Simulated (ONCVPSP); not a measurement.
**Transferability test, ONCV potential for caesium (Cs)**

caesium, optimised norm-conserving Vanderbilt (ONCV), made with ONCVPSP 4.0.1 (PW91, fully relativistic). Core [Kr] 4d10, reference 5s2 5p6 6s1. Waves: 5s+6s: rc 2.85 bohr, ncon 4, nbas 7, qcut 3.5 1/bohr, 2 projectors; 5p: rc 2.60 bohr, ncon 4, nbas 8, qcut 4.7 1/bohr, 2 projectors, debl 2.2 Ha; d scattering state at 0.32 Ha: rc 2.45 bohr, ncon 3, nbas 7, qcut 4.5 1/bohr, 2 projectors, debl 2.5 Ha. Local part: polynomial inside 2.10 bohr (lpopt 4, dvloc0 4 Ha). Core correction: Teter function, fcfact 2.25, rcfact 1.5.

Open shells are filled in proportion to 2j + 1.

In the d channel the program set the typed energies aside and used 0.050, 2.550 Ha (j = l + 1/2; the other j can differ).

Energies are relative to the spin-unpolarised reference configuration 5s2 5p6 6s1; without spin polarisation the order of configurations can differ from experiment.

```tsv
valence configuration	charge	ΔE all-electron (eV)	error AE − PS (meV)
5s2 5p6 6s0	+1	3.892	-0.4
5s2 5p6 6s0.5	+0.5	1.467	-0.1
```

(1) What are ΔE and the potential's error for 5s2 5p6 6s0 6p1?

(2) What are ΔE and the potential's error for 5s2 5p5 6s1?

Levels in the configuration 5s2 5p6 6s0 6p1:

```tsv
level	all-electron (eV)	pseudo (eV)
5s j=1/2	-28.036	-28.043
5p j=3/2	-14.290	-14.289
5p j=1/2	-15.940	-15.940
6p j=3/2	-1.278	-1.278
6p j=1/2	-1.349	-1.349
```

## Answers

(1) ΔE = 1.360 eV all-electron; the error (AE − PS) is 0.0 meV.

(2) ΔE = 17.962 eV all-electron; the error (AE − PS) is -10 meV.

These tests converged, but a pseudo level misses the all-electron one widely, so the file describes the atom poorly there or has found another state: 5s2 5p6 6s0 6p1: empty 6s by 3.1 eV.
